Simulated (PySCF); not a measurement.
# Shapes and spin states of RhS₂⁺

Method: PBE0 in PySCF with Rh def2-SVP with ECP28, S def2-SVP; scalar-relativistic core potentials, no spin–orbit coupling; density-fitted integrals.

Relaxations began from a few typed shapes and spin states; open shells are unrestricted. The search is not exhaustive: other isomers or separated fragments can lie lower, and high-lying points may rest on an excited occupation.

Order these stationary points by electronic energy, lowest first, in kJ/mol from the lowest minimum.
A. triplet C2v: Rh–S 2.292 Å (×2), S–S 1.958 Å; Rh–S–S 64.7° (×2), S–Rh–S 50.6°
B. singlet (closed shell, unstable to spin polarisation) C2v: Rh–S 2.191 Å (×2), S–S 1.935 Å; Rh–S–S 63.8° (×2), S–Rh–S 52.4°
C. quintet C2v: Rh–S 2.116 Å (×2); S–Rh–S 87.1°
D. singlet (closed shell, unstable to spin polarisation) C2v: Rh–S 2.020 Å (×2); S–Rh–S 117.6°
E. triplet (⟨S²⟩ 2.60) C2v: Rh–S 2.082 Å (×2); S–Rh–S 108.5°
F. triplet (⟨S²⟩ 2.59) D∞h: Rh–S 2.181 Å (×2); S–Rh–S 180.0°

A (0.0), B (39.7), C (123.6), E (162.7), D (191.3), F (286.4).

Which of them are minima?

By energy in kJ/mol, 0.0: minimum; 39.7: minimum of the closed-shell surface only; 123.6: minimum; 162.7: minimum; 191.3: minimum of the closed-shell surface only; 286.4: saddle point, 1 imaginary mode.

For the lowest minimum: open d and f shells are described by one determinant, and the ground state may have another occupation or spin.

The electron or spin density has lower symmetry than the nuclear frame for the triplet (⟨S²⟩ 2.59) D∞h at 286.4 kJ/mol.
